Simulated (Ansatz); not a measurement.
`O[SiH](Cl)CF` + `O[SiH](O)O` → `O[SiH](Cl)[Si](O)(O)O` + fluoromethane  (formal exchange of groups at the Si–C bond)

Program: Ansatz. Geometries: PBE0-D4/def2-TZVP. ΔE: electronic, gas phase. CBS: MP2 limit from def2 TZ/QZ plus the TZ coupled-cluster correction, frozen cores. This one scheme is used for every species. Functionals use def2-TZVPP. B3LYP here is the variant with VWN-RPA as its local correlation; programs differ in this. Each species was taken in one conformer, which may not be the lowest.

`O[SiH](Cl)CF`:

Cartesian coordinates in Å:
```
O -0.543 0.033 1.769
Si 0.478 -0.350 0.558
Cl 2.191 0.780 0.641
C -0.340 -0.024 -1.110
F -0.892 1.256 -1.092
H -0.952 0.901 1.745
H 0.844 -1.770 0.724
H 0.364 -0.087 -1.944
H -1.151 -0.740 -1.290
```

`O[SiH](O)O`:

```xyz
8

O     0.900   -0.278   -1.344
Si   -0.079    0.288   -0.170
O     0.523    0.131    1.349
O    -1.463   -0.579   -0.167
H     0.995   -1.229   -1.423
H    -0.275    1.711   -0.507
H     1.295    0.649    1.581
H    -1.895   -0.693    0.680
```

`O[SiH](Cl)[Si](O)(O)O`:

Z-matrix (Å, degrees):
```
Si
Cl 1 2.072
Si 1 2.339 2 108.6
O 1 1.647 2 109.9 3 -112.9
H 1 1.485 2 104.8 3 127.8
O 3 1.641 1 107.1 2 -84.6
O 3 1.634 1 115.2 2 33.6
O 3 1.631 1 106.0 2 152.2
H 4 0.959 1 118.7 2 -65.0
H 6 0.960 3 116.5 1 -37.7
H 7 0.959 3 117.0 1 -78.5
H 8 0.960 3 118.2 1 -167.8
```

`CF`:

Z-matrix (Å, degrees):
```
C
F 1 1.376
H 1 1.092 2 109.1
H 1 1.092 2 109.1 3 -120.0
H 1 1.092 2 109.1 3 120.0
```

CCSD(T)/CBS gives +0.1 kJ/mol.

Another level gave +4.8 kJ/mol. Which?
A. SCS-MP2/def2-TZVPP
B. PBE-D4/def2-TZVPP
C. r2SCAN/def2-TZVPP
D. B3LYP-D4/def2-TZVPP

A. SCS-MP2/def2-TZVPP 4.8, B3LYP-D4 -7.1, r2SCAN -0.9, PBE-D4 -14.0 kJ/mol.

Largest T1 diagnostic among the species: 0.012.

From PBE to PBE0 (25 % exact exchange), in def2-TZVPP and without D4, ΔE moves by +3.3 kJ/mol. The D4 term adds −7.9 kJ/mol with B3LYP and −4.8 kJ/mol with PBE0; it sums over pairs of atoms, weighted by their polarisabilities, and B3LYP, whose exchange is more repulsive, gets the larger term.
